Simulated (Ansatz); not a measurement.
C$_{3}$H$_{6}$AlCl$_{2}$N, SMILES `CC#[N+][Al-]([CH3])([Cl])[Cl]`, relaxed with RKS PBE-D4/def2-SVP in Ansatz 0.2.0 from a rough embedded geometry. The force threshold is 0.03 eV/Å; the program also tests the step.

Charge 0, multiplicity 1.

Start:

```xyz
13

C     1.373    2.219    1.590
C     0.907    1.133    0.659
N     0.524    0.270   -0.049
Al    0.011   -1.143   -1.076
C    -1.916   -1.619   -0.626
Cl    0.026   -0.461   -3.242
Cl    1.291   -2.878   -0.839
H     0.601    2.476    2.248
H     2.294    1.926    2.089
H     1.643    3.122    0.905
H    -2.259   -2.404   -1.285
H    -2.544   -0.710   -0.748
H    -1.950   -1.932    0.375
```

Task: How much energy does the relaxation release, and in how many steps? (An estimate is asked.)

Result: Computed: 19.47 kcal/mol, in 6 steps.

Task: Which bonds change most? (Estimate.)

Result: Computed: N3–Al4 from 1.821 to 2.024 Å; Al4–Cl6 from 2.271 to 2.149 Å; Al4–C5 from 2.035 to 1.955 Å; C1–H8 from 1.046 to 1.108 Å.

Task: Give the relaxed structure. (Estimate.)

Result: Computed: 
```xyz
13

C     1.370    2.182    1.496
C     0.904    1.102    0.651
N     0.536    0.234   -0.032
Al   -0.089   -1.269   -1.235
C    -1.917   -1.600   -0.624
Cl    0.190   -0.296   -3.131
Cl    1.424   -2.717   -0.755
H     0.581    2.464    2.222
H     2.275    1.863    2.050
H     1.620    3.065    0.873
H    -2.390   -2.405   -1.226
H    -2.557   -0.699   -0.727
H    -1.947   -1.925    0.437
```
